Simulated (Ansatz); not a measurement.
Reaction (formal exchange of groups at a C–C bond): `CCC[SiH2]O` + `CCC(C)=O` → `CCCC(C)=O` + `CC[SiH2]O`

Isolated molecules relaxed with PBE0-D4/def2-TZVP in Ansatz; ΔE leaves out vibrations. CCSD(T)/CBS is the MP2 limit (def2-TZVPP, def2-QZVPP) plus CCSD(T) − MP2 in def2-TZVPP, frozen cores. Functionals use def2-TZVPP. B3LYP here is the variant with VWN-RPA as its local correlation; programs differ in this. One conformer a species, not always the lowest.

```json
{"level": "PBE-D4", "ΔE (kcal/mol)": "0.9", "difference from CCSD(T)/CBS": "0.4"}
{"level": "r2SCAN-D4", "ΔE (kcal/mol)": "0.9", "difference from CCSD(T)/CBS": "0.4"}
{"level": "PBE0-D4", "ΔE (kcal/mol)": "0.8", "difference from CCSD(T)/CBS": "0.3"}
{"level": "B3LYP-D4", "ΔE (kcal/mol)": "0.7", "difference from CCSD(T)/CBS": "0.2"}
{"level": "ωB97X-V", "ΔE (kcal/mol)": "0.6", "difference from CCSD(T)/CBS": "0.1"}
{"level": "ωB97M-V", "ΔE (kcal/mol)": "0.7", "difference from CCSD(T)/CBS": "0.2"}
{"level": "B2PLYP", "ΔE (kcal/mol)": "0.7", "difference from CCSD(T)/CBS": "0.2"}
{"level": "PBE", "ΔE (kcal/mol)": "1.0", "difference from CCSD(T)/CBS": "0.5"}
{"level": "r2SCAN", "ΔE (kcal/mol)": "0.9", "difference from CCSD(T)/CBS": "0.4"}
{"level": "PBE0", "ΔE (kcal/mol)": "1.0", "difference from CCSD(T)/CBS": "0.5"}
{"level": "B3LYP", "ΔE (kcal/mol)": "0.9", "difference from CCSD(T)/CBS": "0.4"}
{"level": "HF/def2-TZVPP", "ΔE (kcal/mol)": "0.8", "difference from CCSD(T)/CBS": "0.3"}
{"level": "MP2/def2-TZVPP", "ΔE (kcal/mol)": "0.3", "difference from CCSD(T)/CBS": "-0.2"}
{"level": "SCS-MP2/def2-TZVPP", "ΔE (kcal/mol)": "0.3", "difference from CCSD(T)/CBS": "-0.2"}
{"level": "CCSD/def2-TZVPP", "ΔE (kcal/mol)": "0.5", "difference from CCSD(T)/CBS": "0.0"}
{"level": "CCSD(T)/def2-TZVPP", "ΔE (kcal/mol)": "0.5", "difference from CCSD(T)/CBS": "0.0"}
{"level": "HF/def2-QZVPP", "ΔE (kcal/mol)": "0.8", "difference from CCSD(T)/CBS": "0.3"}
{"level": "MP2/def2-QZVPP", "ΔE (kcal/mol)": "0.3", "difference from CCSD(T)/CBS": "-0.2"}
{"level": "SCS-MP2/def2-QZVPP", "ΔE (kcal/mol)": "0.3", "difference from CCSD(T)/CBS": "-0.2"}
{"level": "HF/CBS(def2)", "ΔE (kcal/mol)": "0.8", "difference from CCSD(T)/CBS": "0.3"}
{"level": "MP2/CBS(def2)", "ΔE (kcal/mol)": "0.3", "difference from CCSD(T)/CBS": "-0.2"}
{"level": "CCSD/CBS(def2)", "ΔE (kcal/mol)": "0.6", "difference from CCSD(T)/CBS": "0.1"}
{"level": "CCSD(T)/CBS", "ΔE (kcal/mol)": "0.5", "difference from CCSD(T)/CBS": "0"}
```

Largest T1 diagnostic among the species: 0.013.
